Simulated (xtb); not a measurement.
xtb input (GFN1-xTB):

```bash
xtb mol.xyz --gfn 1 --sp --chrg 1 --uhf 0
```
mol.xyz:
```
12

Si    -0.15494784     0.24930125    -0.16223477
Cl     0.11160238    -0.92189773     1.46749118
N      1.25428961    -0.44613367    -1.24941652
N      0.24034297     1.87781322    -0.13005271
N     -1.59422087    -0.08338424    -0.93686761
H      2.17699096    -0.35188421    -0.82037343
H      1.28327841     0.03256056    -2.15175816
H     -0.49302177     2.56354432    -0.01328613
H      1.12033591     2.23506635     0.21300504
H     -2.01268828     0.52278601    -1.62609442
H     -2.21641199    -0.81657961    -0.63301212
H      1.11066388    -1.44151692    -1.43018596
```

Output:

```
           -------------------------------------------------
          |                Calculation Setup                |
           -------------------------------------------------

           -------------------------------------------------
          |                 G F N 1 - x T B                 |
           -------------------------------------------------

        Reference                      10.1021/acs.jctc.7b00118
      * Hamiltonian:
        H0-scaling (s, p, d)           1.850000    2.250000    2.000000
        zeta-weighting                 0.000000
      * Dispersion:
        s8                             2.400000
        a1                             0.630000
        a2                             5.000000
        s9                             0.000000
      * Repulsion:
        kExp                           1.500000
        rExp                           1.000000
      * Coulomb:
        alpha                          2.000000
        third order                    atomic
        anisotropic                    false
      * Halogen bond correction:
        rad-scale                      1.300000
        damping                        0.440000

          ...................................................
          :                      SETUP                      :
          :.................................................:
          :  # basis functions                  46          :
          :  # atomic orbitals                  44          :
          :  # shells                           26          :
          :  # electrons                        32          :
          :  # halogen bonds                     3          :
          :  max. iterations                   250          :
          :  Hamiltonian                  GFN1-xTB          :
          :  restarted?                      false          :
          :  GBSA solvation                  false          :
          :  PC potential                    false          :
          :  electronic temp.          300.0000000     K    :
          :  accuracy                    1.0000000          :
          :  -> integral cutoff          0.2500000E+02      :
          :  -> integral neglect         0.1000000E-07      :
          :  -> SCF convergence          0.1000000E-05 Eh   :
          :  -> wf. convergence          0.2000000E-04 e    :
          :  Broyden damping             0.4000000          :
          :  net charge                          1          :
          :  unpaired electrons                  0          :
          ...................................................

 iter      E             dE          RMSdq      gap      omega  full diag
   1    -19.3804042 -0.193804E+02  0.680E+00    7.11       0.0  T
   2    -19.4160107 -0.356065E-01  0.408E+00    6.62       1.0  T
   3    -19.3746899  0.413208E-01  0.224E+00    6.48       1.0  T
   4    -19.4356325 -0.609427E-01  0.437E-01    6.41       1.0  T
   5    -19.4387819 -0.314935E-02  0.470E-02    6.47       1.0  T
   6    -19.4387835 -0.163949E-05  0.183E-02    6.48       1.6  T
   7    -19.4387851 -0.162547E-05  0.219E-03    6.47      13.2  T
   8    -19.4387852 -0.663468E-08  0.641E-04    6.47      45.0  T
   9    -19.4387852 -0.635459E-08  0.364E-04    6.47      79.3  T
  10    -19.4387852 -0.198953E-08  0.321E-05    6.47     900.5  T
  11    -19.4387852 -0.938627E-11  0.393E-06    6.47    7346.8  T

   *** convergence criteria satisfied after 11 iterations ***

         #    Occupation            Energy/Eh            Energy/eV
      -------------------------------------------------------------
         1        2.0000           -1.0703197             -29.1249
       ...           ...                  ...                  ...
        10        2.0000           -0.6844202             -18.6240
        11        2.0000           -0.6591001             -17.9350
        12        2.0000           -0.6464348             -17.5904
        13        2.0000           -0.6269815             -17.0610
        14        2.0000           -0.6242168             -16.9858
        15        2.0000           -0.5915843             -16.0978
        16        2.0000           -0.5849302             -15.9168 (HOMO)
        17                         -0.3469927              -9.4422 (LUMO)
        18                         -0.3137520              -8.5376
        19                         -0.2958275              -8.0499
        20                         -0.2847452              -7.7483
        21                         -0.2620868              -7.1317
       ...                                ...                  ...
        44                          1.3893414              37.8059
      -------------------------------------------------------------
                  HL-Gap            0.2379375 Eh            6.4746 eV
             Fermi-level           -0.4659614 Eh          -12.6795 eV

 SCC (total)                   0 d,  0 h,  0 min,  0.007 sec
 SCC setup                      ...        0 min,  0.000 sec (  1.627%)
 Dispersion                     ...        0 min,  0.000 sec (  0.489%)
 classical contributions        ...        0 min,  0.000 sec (  0.256%)
 integral evaluation            ...        0 min,  0.002 sec ( 23.511%)
 iterations                     ...        0 min,  0.002 sec ( 30.101%)
 molecular gradient             ...        0 min,  0.003 sec ( 42.611%)
 printout                       ...        0 min,  0.000 sec (  1.289%)

         :::::::::::::::::::::::::::::::::::::::::::::::::::::
         ::                     SUMMARY                     ::
         :::::::::::::::::::::::::::::::::::::::::::::::::::::
         :: total energy             -19.256662668810 Eh    ::
         :: gradient norm              0.048488855732 Eh/a0 ::
         :: HOMO-LUMO gap              6.474608605720 eV    ::
         ::.................................................::
         :: SCC energy               -19.438785161702 Eh    ::
         :: -> electrostatic           0.119777647500 Eh    ::
         :: repulsion energy           0.186925912059 Eh    ::
         :: dispersion energy         -0.004803419167 Eh    ::
         :: halogen bond corr.         0.000000000000 Eh    ::
         :: add. restraining           0.000000000000 Eh    ::
         :: total charge               1.000000000000 e     ::
         :::::::::::::::::::::::::::::::::::::::::::::::::::::

           -------------------------------------------------
          |                Property Printout                |
           -------------------------------------------------

    * Orbital Energies and Occupations

         #    Occupation            Energy/Eh            Energy/eV
      -------------------------------------------------------------
         1        2.0000           -1.0703197             -29.1249
       ...           ...                  ...                  ...
         4        2.0000           -0.9008870             -24.5144
         5        2.0000           -0.7754980             -21.1024
         6        2.0000           -0.7751643             -21.0933
         7        2.0000           -0.7604268             -20.6923
         8        2.0000           -0.7153687             -19.4662
         9        2.0000           -0.7066889             -19.2300
        10        2.0000           -0.6844202             -18.6240
        11        2.0000           -0.6591001             -17.9350
        12        2.0000           -0.6464348             -17.5904
        13        2.0000           -0.6269815             -17.0610
        14        2.0000           -0.6242168             -16.9858
        15        2.0000           -0.5915843             -16.0978
        16        2.0000           -0.5849302             -15.9168 (HOMO)
Note: The following floating-point exceptions are signalling: IEEE_DENORMAL
normal termination of xtb
        17                         -0.3469927              -9.4422 (LUMO)
        18                         -0.3137520              -8.5376
        19                         -0.2958275              -8.0499
        20                         -0.2847452              -7.7483
        21                         -0.2620868              -7.1317
        22                         -0.2580043              -7.0207
        23                         -0.2566670              -6.9843
        24                         -0.2352084              -6.4003
        25                         -0.2240304              -6.0962
        26                         -0.1999326              -5.4404
        27                         -0.1980991              -5.3906
       ...                                ...                  ...
        44                          1.3893414              37.8059
      -------------------------------------------------------------
                  HL-Gap            0.2379375 Eh            6.4746 eV
             Fermi-level           -0.4659614 Eh          -12.6795 eV

  Mulliken/CM5 charges         n(s)   n(p)   n(d)
     1Si    0.51146  0.52103   0.977  1.368  1.144
     2Cl   -0.00967  0.04055   1.885  5.135 -0.011
     3N    -0.33282 -0.89671   1.469  3.864  0.000
     4N    -0.46417 -0.88044   1.421  4.043  0.000
     5N    -0.45516 -0.87379   1.415  4.040  0.000
     6H     0.25598  0.44270   0.744  0.000  0.000
     7H     0.25877  0.44672   0.741  0.000  0.000
     8H     0.24991  0.44426   0.750  0.000  0.000
     9H     0.23830  0.43200   0.762  0.000  0.000
    10H     0.24579  0.44036   0.754  0.000  0.000
    11H     0.24646  0.44082   0.754  0.000  0.000
    12H     0.25516  0.44249   0.745  0.000  0.000

Wiberg/Mayer (AO) data.
largest (>0.10) Wiberg bond orders for each atom

 ---------------------------------------------------------------------------
     #   Z sym  total        # sym  WBO       # sym  WBO       # sym  WBO
 ---------------------------------------------------------------------------
     1  14 Si   5.084 --     2 Cl   1.443     5 N    1.413     4 N    1.376
                             3 N    0.654
     2  17 Cl   1.573 --     1 Si   1.443
     3   7 N    3.440 --     6 H    0.910     7 H    0.910    12 H    0.910
                             1 Si   0.654
     4   7 N    3.257 --     1 Si   1.376     9 H    0.896     8 H    0.887
     5   7 N    3.285 --     1 Si   1.413    10 H    0.894    11 H    0.890
     6   1 H    0.941 --     3 N    0.910
     7   1 H    0.941 --     3 N    0.910
     8   1 H    0.938 --     4 N    0.887
     9   1 H    0.942 --     4 N    0.896
    10   1 H    0.939 --     5 N    0.894
    11   1 H    0.942 --     5 N    0.890
    12   1 H    0.946 --     3 N    0.910
 ---------------------------------------------------------------------------

Topologies differ in total number of bonds
Writing topology from bond orders to xtbtopo.mol

 dipole moment from electron density (au)
     X       Y       Z
   1.0525   0.3210  -2.1588  total (Debye):    6.159

           -------------------------------------------------
          | TOTAL ENERGY              -19.256662668810 Eh   |
          | GRADIENT NORM               0.048488855732 Eh/α |
          | HOMO-LUMO GAP               6.474608605720 eV   |
           -------------------------------------------------

------------------------------------------------------------------------
------------------------------------------------------------------------
 total:
 SCF:
```

It need not be the lowest isomer of its formula.
